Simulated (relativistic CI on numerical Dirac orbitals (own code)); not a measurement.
## Charge states of mercury

Method of calculation: Dirac-Coulomb-Breit CI, separate exchange-only KLI orbitals for each configuration, a model potential for QED, valence Slater integrals scaled by 0.9 (own radial code, finite nucleus).

Each species is treated in one configuration, given outside its closed core. Radial values are for the open shell of highest l, unscaled and averaged over j; ζ includes the Breit term. Labels give the leading LS character, summed over repeated terms.

| Ion | Configuration | Its lowest level | LS weight (%) | ⟨r⟩ (bohr) | ⟨r²⟩ (bohr²) | g_J | g√(J(J+1)) | Next level | E (cm⁻¹) |
| --- | --- | --- | --- | --- | --- | --- | --- | --- | --- |
| Hg | 4f¹⁴5d¹⁰6s² | ¹S0 | 100 |  |  |  | 0.00 |  |  |
| Hg⁺ | 4f¹⁴5d¹⁰6s | ²S1/2 | 100 | 2.514 | 7.172 | 2.002 | 1.73 |  |  |
| Hg²⁺ | 4f¹⁴5d¹⁰ | ¹S0 | 100 |  |  |  | 0.00 |  |  |
| Hg³⁺ | 4f¹⁴5d⁹ | ²D5/2 | 100 | 1.383 | 2.209 | 1.200 | 3.55 | ²D3/2 | 14960 |
| Hg⁴⁺ | 4f¹⁴5d⁸ | ³F4 | 95 | 1.338 | 2.053 | 1.238 | 5.54 | J = 2 (mixed) | 9089.9 |
| Hg⁵⁺ | 4f¹⁴5d⁷ | ⁴F9/2 | 81 | 1.299 | 1.924 | 1.288 | 6.41 | J = 3/2 (mixed) | 13066 |
| Hg⁶⁺ | 4f¹⁴5d⁶ | ⁵D4 | 73 | 1.265 | 1.815 | 1.419 | 6.35 | J = 2 (mixed) | 7820.6 |
| Hg⁷⁺ | 4f¹⁴5d⁵ | ⁶S5/2 | 73 | 1.234 | 1.722 | 1.866 | 5.52 | J = 5/2 (mixed) | 20022 |
| Hg⁸⁺ | 4f¹⁴5d⁴ | ⁵D0 | 51 | 1.205 | 1.639 |  | 0.00 | ⁵D1 | 11241 |
| Hg⁹⁺ | 4f¹⁴5d³ | ⁴F3/2 | 73 | 1.179 | 1.566 | 0.543 | 1.05 | ⁴F5/2 | 14127 |
| Hg¹⁰⁺ | 4f¹⁴5d² | ³F2 | 84 | 1.155 | 1.5 | 0.725 | 1.78 | ³F3 | 20351 |
| Hg¹¹⁺ | 4f¹⁴5d | ²D3/2 | 100 | 1.133 | 1.44 | 0.799 | 1.55 | ²D5/2 | 24992 |
| Hg¹²⁺ | 4f¹⁴ | ¹S0 | 100 |  |  |  | 0.00 |  |  |
| Hg¹³⁺ | 4d¹⁰4f¹⁴5s²5p⁵ | ²P°3/2 | 100 | 0.9415 | 0.9905 | 1.333 | 2.58 | ²P°1/2 | 180170 |
| Hg¹⁴⁺ | 4d¹⁰4f¹⁴5s²5p⁴ | ³P2 | 72 | 0.9306 | 0.9671 | 1.360 | 3.33 | ¹S0 | 30852 |
| Hg¹⁵⁺ | 4d¹⁰4f¹⁴5s²5p³ | ? | ? | ? | ? | ? | ? | ? | ? |
| Hg¹⁶⁺ | 4d¹⁰4f¹⁴5s²5p² | ³P0 | 73 | 0.9097 | 0.9236 |  | 0.00 | ³P1 | 177310 |
| Hg¹⁷⁺ | 4d¹⁰4f¹⁴5s²5p | ²P°1/2 | 100 | 0.8996 | 0.9031 | 0.664 | 0.58 | ²P°3/2 | 202520 |
| Hg¹⁸⁺ | 4d¹⁰4f¹⁴5s² | ¹S0 | 100 |  |  |  | 0.00 |  |  |
| Hg¹⁹⁺ | 4d¹⁰4f¹³5s² | ²F°7/2 | 100 | 0.4521 | 0.2402 | 1.140 | 4.52 | ²F°5/2 | 33617 |
| Hg²⁰⁺ | 4d¹⁰4f¹³5s | ³F°4 | 100 | 0.4494 | 0.2369 | 1.248 | 5.58 | ³F°3 | 4953.4 |
| Hg²¹⁺ | 4d¹⁰4f¹³ | ²F°7/2 | 100 | 0.4465 | 0.2333 | 1.140 | 4.52 | ²F°5/2 | 34256 |
| Hg²²⁺ | 4d¹⁰4f¹² | ³H6 | 98 | 0.4394 | 0.2252 | 1.160 | 7.52 | ³F4 | 10227 |
| Hg²³⁺ | 4d¹⁰4f¹¹ | ⁴I°15/2 | 91 | 0.4325 | 0.2176 | 1.185 | 9.46 | J = 9/2 (mixed) | 26774 |

Q: Fill in the row of Hg¹⁵⁺.

A: Its lowest level J = 3/2 (mixed); LS weight (%) 44; ⟨r⟩ (bohr) 0.92; ⟨r²⟩ (bohr²) 0.9449; g_J 1.405; g√(J(J+1)) 2.72; Next level ⁴S°3/2; E (cm⁻¹) 168630.

With one configuration, terms of near-neutral atoms and ions can be 10 to 25 % off, and close levels can change places.
